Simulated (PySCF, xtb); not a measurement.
C6H6, SMILES C1C=CC(C=1)=C.

Harmonic wavenumbers (cm⁻¹) from xtb with GFN2-xTB at its own minimum, in rising order: 179, 334, 457, 600, 662, 677, 778, 806, 811, 867, 867, 906, 925, 941, 1048, 1089, 1091, 1194, 1280, 1309, 1403, 1543, 1611, 1681, 3095, 3122, 3124, 3130, 3148, 3150.

Question: What does PBE0-D3(BJ)/def2-SVP (PySCF) give at its own minimum? (The exact figures need the calculation; the answer reports its results.)

Answer: 211, 343, 497, 645, 682, 700, 786, 800, 808, 922, 948, 959, 965, 970, 1029, 1087, 1091, 1250, 1360, 1370, 1439, 1574, 1652, 1740, 3168, 3233, 3243, 3261, 3266, 3273. Paired by order, the mean absolute difference is 50 cm⁻¹ and the zero-point energies are 59.8 and 61.9 kcal/mol.
